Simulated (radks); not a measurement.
The numbers below are computed, except where a source is named.
Q: Species: Ca17+. Configuration: [He] 2s1. Level of theory: Dirac Kohn-Sham, HCTH/407, spin-unpolarised, spherical densities, point nucleus (a radial shooting solver on a logarithmic mesh with Libxc functionals). Some entries of the table are withheld. Estimate them.

orbital,occ.,eigenvalue (hartree),r(max) (bohr)
1s1/2,2,-180.1774,(1)
2s1/2,1,(2),(3)
2p1/2,0,(4),0.2178
2p3/2,0,(5),0.2194
3s1/2,0,-17.56858,(6)

A: 
(1) 1s1/2 r(max) (bohr): 0.05017
(2) 2s1/2 eigenvalue (hartree): -41.22208
(3) 2s1/2 r(max) (bohr): 0.2757
(4) 2p1/2 eigenvalue (hartree): -39.80646
(5) 2p3/2 eigenvalue (hartree): -39.60382
(6) 3s1/2 r(max) (bohr): 0.7049
